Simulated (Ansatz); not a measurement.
Pb₂O₂ was relaxed with PBE0-D4 (def2-SVP) in Ansatz in these states: neutral quintet, neutral singlet, neutral triplet. The geometries follow in no particular order.

In the def2 sets Pb takes a core potential; there is no spin–orbit coupling.

A:

```csv
atom,x (Å),y (Å),z (Å)
Pb1,1.236,-0.808,-1.065
Pb2,-1.235,0.809,1.065
O3,-0.217,0.794,-0.854
O4,0.216,-0.795,0.854
```

B:

```xyz
4

Pb   -0.553   -1.509   -0.016
Pb    0.553    1.509    0.016
O    -1.303    0.477    0.010
O     1.304   -0.477   -0.010
```

C:

| atom | x (Å) | y (Å) | z (Å) |
| --- | --- | --- | --- |
| Pb1 | 1.1577 | -0.4788 | -1.3538 |
| Pb2 | -1.1577 | 0.4788 | 1.3538 |
| O3 | -1.1523 | -0.4925 | -0.8112 |
| O4 | 1.1523 | 0.4924 | 0.8112 |

Problem. Judge from the bond lengths which geometry belongs to which state (an estimate).

Solution. A is the neutral triplet (Pb1–Pb2 3.641 Å, Pb1–O3 2.173 Å, Pb2–O4 2.173 Å); B is the neutral singlet (Pb1–Pb2 3.214 Å, Pb1–O3 2.123 Å, Pb2–O4 2.123 Å); C is the neutral quintet (Pb1–Pb2 3.689 Å, Pb1–O3 2.373 Å, Pb2–O4 2.373 Å).

At PBE0-D4/def2-TZVP a singlet lies 2.35 eV below the neutral triplet. At PBE0-D4/def2-TZVP a singlet lies 5.29 eV below the neutral quintet. These are the stationary points nearest to one start from a short search; other shapes may lie lower in each state.
